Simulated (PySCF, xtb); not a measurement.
In(F)2(SiH3) (F2H3InSi), SMILES [F][In]([SiH3])[F].

GFN2-xTB in xtb at its own geometry gives an orbital gap of 2.89 eV and a dipole moment of 9.03 D.

Geometry: r2SCAN-D4/def2-SVP. The def2 effective core potentials stand for the cores of In; spin–orbit coupling is left out.

### Question
What does PySCF with HF/def2-TZVP give? (Estimate from the structure and the level; the computed values follow.)

### Answer
gap 12.08 eV (levels -11.60 and 0.48 eV), dipole 5.16 D.
